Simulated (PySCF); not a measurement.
GeF4, SMILES [Ge]([F])([F])([F])[F].

The structure is a stationary point at TPSSh-D3(BJ)/def2-SVP. The isomer is the one that the SMILES or the coordinates give; other isomers of the formula were not compared.

Method: TDA-LC-ωPBE/def2-SVPD (PySCF).

Vertical excitations; the highest root listed may be one member of a degenerate set. The molecule is in vacuum. State labels are in the subgroup D2.

Computed lowest excited states:
```csv
state,symmetry,energy (eV),λ (nm),f,main pairs
S1,B1,9.23,134,0.000,HOMO−2→LUMO (degenerate set)
S2,B3,9.23,134,0.000,HOMO→LUMO (degenerate set)
S3,B2,9.23,134,0.000,HOMO−1→LUMO (degenerate set)
S4,A,9.87,126,0.000,"HOMO−6→LUMO, HOMO−7→LUMO (degenerate set)"
S5,A,9.87,126,0.000,"HOMO−7→LUMO, HOMO−6→LUMO (degenerate set)"
S6,B1,10.00,124,0.170,HOMO−5→LUMO (degenerate set)
S7,B3,10.00,124,0.170,HOMO−3→LUMO (degenerate set)
S8,B2,10.00,124,0.170,HOMO−4→LUMO (degenerate set)
S9,B3,11.81,105,0.045,HOMO−8→LUMO (degenerate set)
S10,B2,11.81,105,0.045,HOMO−9→LUMO (degenerate set)
T1,B1,8.67,143,0,HOMO−2→LUMO (degenerate set)
T2,B3,8.67,143,0,HOMO→LUMO (degenerate set)
T3,B2,8.67,143,0,HOMO−1→LUMO (degenerate set)
T4,B1,9.00,138,0,HOMO−5→LUMO 86 %
```
Triplets are in the Tamm–Dancoff approximation.
